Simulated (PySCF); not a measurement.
Give a PBE0-D3(BJ)/def2-SVP geometry of `NBB(F)F`.

```xyz
8
B2F2H3N angstrom
N     -1.3349   -0.2395    0.1097
B     -0.1871    0.4033   -0.3357
B      1.3928   -0.0543    0.1243
F      1.9854    0.3598    1.2373
F      2.1445   -0.8290   -0.6460
H     -2.2630    0.0369   -0.1857
H     -1.3400   -1.0244    0.7484
H     -0.3421    1.3294   -1.1053
```

Orientation and origin are arbitrary. Atoms count from 1 in this order. N1 (boron-bound nitrogen) is planar (angles 124.4°, 122.5° and 113.0°, sum 360.0°, 0.00 Å off the plane of its three neighbours). B2 (three-coordinate boron) is planar (angles 123.6°, 119.5° and 116.8°, sum 360.0°, 0.01 Å off the plane of its three neighbours). B3 (three-coordinate boron) is planar (angles 123.7°, 121.6° and 114.6°, sum 360.0°, 0.02 Å off the plane of its three neighbours).

Bonds between heavy atoms (Å): N1–B2 1.389, B2–B3 1.708, B3–F4 1.327, B3–F5 1.326.

Theory: PySCF 2.14.0, PBE0-D3(BJ)/def2-SVP geometry optimisation, gas phase.

Point group: near Cs, missed by 0.18 Å at most; the miss may be what the optimiser left on a soft mode. Whether it is a minimum is left open (no frequencies).
